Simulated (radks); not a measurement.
Values are calculated unless marked as measured or tabulated.
Neutral arsenic inside a hard spherical wall (all orbitals vanish at R), configuration held at [Ar] 3d10 4s2 4p3 and not refilled when levels cross. Code: a radial shooting solver on a logarithmic mesh with Libxc functionals. Model: scalar-relativistic Kohn-Sham, PBE, spin-unpolarised, spherical densities, finite nucleus; Fermi nuclear charge, rms radius 4.0968 fm. Eigenvalues in eV, with the zero of energy where the potential of the charges vanishes at infinity; a dash marks a level that is unbound or too diffuse for the functional's potential to be trusted. A positive occupied level is held by the wall or, in an anion where self-interaction has pushed it up, behind a barrier. The pressure on the wall is -dE/dV.

\begin{tabular}{lrrrrrrrrr}
R (bohr) & E (hartree) & kinetic (hartree) & e(3p) & e(3d) & e(4s) & e(4p) & e(5s, empty) & e(5p, empty) & pressure (GPa) \\ \hline
free & -2260.79156 & 2304.287 & -133.68 & -40.646 & -14.494 & -5.195 & - & - & 0 \\
15 & -2260.79156 & 2304.287 & -133.68 & -40.646 & -14.494 & -5.195 & -0.414 & 0.632 & < 0.0001 \\
6 & -2260.76718 & 2304.442 & -132.66 & -39.640 & -13.721 & -4.361 & 5.378 & 10.091 & 1.98 \\
5 & -2260.70401 & 2304.767 & -131.16 & -38.150 & -12.606 & -3.017 & 11.361 & 17.925 & 10.8 \\
3.5 & -2260.08332 & 2307.275 & -123.77 & -30.910 & -6.287 & 5.058 & 41.376 & 52.867 & 202 \\
2.5 & -2257.21659 & 2316.707 & -108.05 & -15.565 & 13.804 & 29.753 & 121.24 & 138.59 & 2390 \\
2 & -2251.40619 & 2334.431 & -88.909 & 3.692 & 48.522 & 69.737 & 235.83 & 256.33 & 11500 \\
1.5 & -2230.37874 & 2395.238 & -43.337 & 52.506 & 160.48 & 189.64 & 537.10 & 554.92 & 83900 \\
\end{tabular}
